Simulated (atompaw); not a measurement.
bromine: one change to a PAW (atompaw) potential, before and after

```json
{"Element": "Br (Z = 35)", "Generator": "atompaw 4.2.0.5", "Type": "PAW", "Functional": "PBE", "Relativity": "scalar-relativistic", "Frozen core": "[Ar] 3d10", "Valence charge": "7", "Reference configuration": "4s2 4p3 (charge +2)", "Partial waves": "4s (bound): rc 1.30 bohr; 4s channel at -1.95 Ry: rc 1.30 bohr; 4p (bound): rc 1.60 bohr; 4p channel at -1.6 Ry: rc 1.60 bohr", "Local potential": "troulliermartins scheme with l = 2 at 0.5 Ry, radius 1.55 bohr", "Core correction": "smooth core density matched at 0.95 bohr", "Augmentation charge": "besselshape compensation charge, radius 1.55 bohr; PAW radius 1.60 bohr; waves and projectors: custom rrkj gramschmidtortho"}
```

Change: functional LDA (PW92).

Cutoffs: the cutoffs (Ry, on a coarse ladder) from which the occupation-weighted sum of valence levels, in a spherical-Bessel basis at the reference potential, stays within 10 and 1 mRy of its value at 400 Ry; they do not see the model core or the augmentation charge, which bear on the density cutoff.

Q: What does the change do?

A: The potential gets neither clearly harder nor softer (25 Ry and 45 Ry → 25 Ry and 45 Ry); the s channel sets the loose cutoff, while the largest relative change is in p, which becomes harder; neither file shows a bound ghost.

```tsv
quantity	base	changed
cutoff, loose	25 Ry	25 Ry
cutoff, tight	45 Ry	45 Ry
loose cutoff by channel (10 mRy a level)	s 21 Ry, p 10 Ry	s 21 Ry, p 12 Ry
bound ghosts	none	none
s: phases at 1.61 bohr within 0.05 rad from the reference energy up to (Ry; the scan ends near 5)	to the end of the scan	to the end of the scan
p: phases at 1.61 bohr within 0.05 rad from the reference energy up to (Ry; the scan ends near 5)	1.9	1.6
lowest overlap eigenvalue by channel	s 0.32, p 0.66	s 0.32, p 0.65
```

 The cutoffs see the waves, projectors and local potential, not the compensation charge or the core.
